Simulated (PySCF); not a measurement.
Correlation energy of Ar⁺ (argon, charge +1)

Starting occupation: [Ne] 3s2 3p5, 3p1/2 with m_j = -1/2, +1/2, 3p3/2 with m_j = -1/2, +1/2, +3/2. All numbers are calculated (PySCF 2.14, X2C-1e with screened-nucleus spin-orbit coupling, Gaussian nucleus, in x2c-SVPall-2c with one added diffuse shell each of s, p type (5s5p1d, 25 functions)). Frozen: [Ne]; 7 electrons correlated.

MP2 pair energies summed by pair of shells (mhartree):

```
 pair  energy  share (%)
3p-3p  -80.82       66.5
3p-3s  -33.71       27.7
3s-3s   -6.95        5.7
```

Total MP2 correlation energy: -121.49 mhartree.

The GHF reference relaxed away from the jj start to a determinant that is no pure jj level (⟨S²⟩ = 0.75, ⟨J²⟩ = 3.76); the energies belong to that determinant.
